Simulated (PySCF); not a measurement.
# Si²⁺: excitation energy

Si²⁺ [Ne] 3s2 (1S) → Si²⁺ [Ne] 3s1 3p1 (3P), as a difference of total energies. Calculation: PySCF 2.14, in x2c-QZVPPall; scalar relativity by spin-free X2C-1e. Correlated levels: valence: [Ne] frozen. The calculations carry no spin-orbit coupling.

```json
{"method": "UHF", "excitation energy (eV)": "5.325"}
{"method": "MP2 (valence)", "excitation energy (eV)": "6.154"}
{"method": "SCS-MP2 (valence)", "excitation energy (eV)": "6.389"}
{"method": "CCSD (valence)", "excitation energy (eV)": "6.429"}
```

Task: How much does correlation contribute at MP2 (valence)?

Result: 6.154 − (5.325) = 0.829 eV, measured against UHF.

A first-order spin-orbit estimate (lowest level to lowest level, LS coupling) adds -0.028 eV.

The basis was made for the ground configuration and has no added diffuse functions, so the excitation energy can come out too high.

With two correlated electrons CCSD is exact in that space.
